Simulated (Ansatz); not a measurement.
Two structures of Si₃N₂H₁₀F, doublet, reached by relaxing down either side of one saddle point (PBE0-D4/def2-TZVP). Energies are electronic, without zero-point energy. Computed with Ansatz 0.2.0 (basis: def2-TZVPP and def2-QZVPP); correlated methods freeze the cores; orbitals are unrestricted. Extrapolation: Hartree–Fock as exp(−7.88 √X), correlation as X^−2.97. First:

Si1  (0.208, -0.165, 1.343)
N2  (1.603, -0.445, 0.293)
Si3  (1.484, -1.514, -1.099)
N4  (-0.834, 0.915, 0.520)
Si5  (-2.565, 0.953, 0.507)
H6  (-0.571, -1.420, 1.584)
H7  (1.760, 1.106, -0.374)
F8  (1.687, 2.002, -0.708)
H9  (2.465, -0.559, 0.816)
H10  (2.627, -1.255, -2.011)
H11  (1.506, -2.944, -0.692)
H12  (0.198, -1.204, -1.763)
H13  (-0.353, 1.683, 0.059)
H14  (-3.033, -0.223, 1.282)
H15  (-3.093, 2.197, 1.126)
H16  (-3.088, 0.874, -0.883)
(Å)

Second:

Si1  (0.531, 2.004, 1.370)
N2  (1.173, -1.109, -0.012)
Si3  (0.890, -1.212, -1.713)
N4  (-0.894, 1.630, 0.514)
Si5  (-1.894, 0.216, 0.677)
H6  (0.649, 1.058, 2.513)
H7  (1.880, -0.458, 0.297)
F8  (1.868, 1.812, 0.481)
H9  (1.250, -1.975, 0.500)
H10  (2.094, -1.531, -2.537)
H11  (-0.110, -2.287, -1.932)
H12  (0.358, 0.090, -2.192)
H13  (-1.192, 2.301, -0.181)
H14  (-1.430, -0.536, 1.865)
H15  (-3.306, 0.644, 0.880)
H16  (-1.867, -0.647, -0.531)
(Å)

(1) Which bonds change from the first to the second?

(2) Give the saddle point's structure and its height above each. (To be estimated.)

The T1 diagnostic stays at or below 0.014. ⟨S²⟩ of the unrestricted Hartree–Fock references: 0.75 (a pure state has 0.75).

## Answers

(1) Si₃N₂H₉ ([SiH3][NH][SiH][NH][SiH3]) + HF → Si₂NH₅F ([F][SiH][NH][SiH3]) + SiNH₅ ([NH2][SiH3]); bonds formed: Si1–F8, N2–H7; bonds broken: Si1–N2, H7–F8.

(2) By the calculation: 19.52 kcal/mol above the first and 31.67 kcal/mol above the second (CCSD(T) at an estimated basis limit (MP2 extrapolated from triple and quadruple zeta, plus CCSD(T) − MP2 in triple zeta)).
Si1  (0.638, 1.168, 0.743)
N2  (1.319, -0.438, 0.086)
Si3  (0.937, -0.903, -1.576)
N4  (-1.027, 1.145, 0.193)
Si5  (-2.267, 0.025, 0.635)
H6  (0.663, 0.937, 2.212)
H7  (2.362, 0.165, 0.299)
F8  (2.790, 1.209, 0.715)
H9  (1.219, -1.197, 0.753)
H10  (1.904, -1.943, -2.005)
H11  (-0.440, -1.446, -1.660)
H12  (1.076, 0.318, -2.401)
H13  (-1.319, 1.968, -0.312)
H14  (-1.577, -1.180, 1.174)
H15  (-3.189, 0.541, 1.684)
H16  (-3.090, -0.370, -0.540)
(Å)

Steps of this kind, hydrogen fluoride cutting a network bond, underlie vapour etching and the fluorination step of atomic layer etching. Here a small cluster stands in for the surface site.

Labels in which every atom is bracketed show which atoms are joined, not bond orders.

For scale, one of the runs: CCSD(T)/def2-TZVPP, 359 basis functions, launched by `ansatz run in.yaml --threads 2 --pin off --events-out ev --progress --plain --max-ram 20480MiB --backend cuda --devices 0, --max-vram 18GiB`. Time: 78 s of wall clock on 2 CPU threads of an AMD EPYC 7R13 and a share of one NVIDIA H100; the host was shared. Peak host memory: 1.6 GiB.
